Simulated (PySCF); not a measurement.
**Molecular orbitals of CuF⁺**

PBE0 at R = 1.697 Å; Cu cc-pVDZ-PP with ECP10, F cc-pVDZ; scalar-relativistic core potentials (PySCF 2.14). State: ²Δ (doublet), unpaired electrons δ ↑, a second solution, started from another occupation. Only the outer orbitals are listed, counted within each symmetry, core potentials removing the inner ones.

```csv
spin,orbital,occ.,ε (eV),on Cu (%),main shells (%)
α,1δ,1,-25.18,100,100 Cu d
α,1δ,1,-23.62,100,100 Cu d
α,2π,1,-22.95,97,97 Cu d
α,2π,1,-22.95,97,97 Cu d
α,5σ,1,-22.77,88,"87 Cu d, 10 F p"
α,6σ,1,-17.72,33,"66 F p, 22 Cu s, 9 Cu d"
α,3π,1,-16.88,8,92 F p
α,3π,1,-16.88,8,92 F p
α,7σ,0,-11.68,88,"68 Cu s, 18 Cu p, 12 F p"
α,4π,0,-6.73,97,96 Cu p
α,4π,0,-6.73,97,96 Cu p
β,1δ,1,-23.18,100,100 Cu d
β,2π,1,-22.15,96,96 Cu d
β,2π,1,-22.15,96,96 Cu d
β,5σ,1,-21.83,82,"82 Cu d, 15 F p"
β,6σ,1,-17.63,37,"62 F p, 20 Cu s, 14 Cu d"
β,3π,1,-16.87,9,91 F p
β,3π,1,-16.87,9,91 F p
β,1δ,0,-15.13,100,100 Cu d
β,7σ,0,-11.48,89,"69 Cu s, 18 Cu p, 11 F p"
β,4π,0,-6.54,97,96 Cu p
```

Which are the highest filled and the lowest empty level, where do they sit, and how wide is the gap?

Highest filled β 3π at -16.87 eV (in %: 91 F p); lowest empty β 1δ at -15.13 eV (in %: 100 Cu d); the gap at PBE0 is 1.74 eV.

```json
{
 "bond order (Mayer)": "1.16",
 "⟨S²⟩": "0.752",
 "charge on Cu (Mulliken, basis-dependent)": "1.29",
 "charge on Cu (Löwdin, basis-dependent)": "1.17",
 "dipole moment (positive dipole points towards F; it is taken about the centre of mass and depends on that origin)": "-5.64 D"
}
```
